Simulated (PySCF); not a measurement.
SiH₂ClBr, SMILES Br[SiH2]Cl. Geometry: PBE-D3(BJ)/def2-TZVP.

Computed equilibrium geometry at PBE-D3(BJ)/def2-TZVP (PySCF confirms it by a frequency run) as a Z-matrix, and its point group:
point group Cs.
```
Si
H 1 1.4858
H 1 1.4858 2 112.74
Cl 1 2.0567 2 108.44 3 120.08
Br 1 2.2233 2 108.28 3 -119.77
```
Charge 0, spin multiplicity 1.
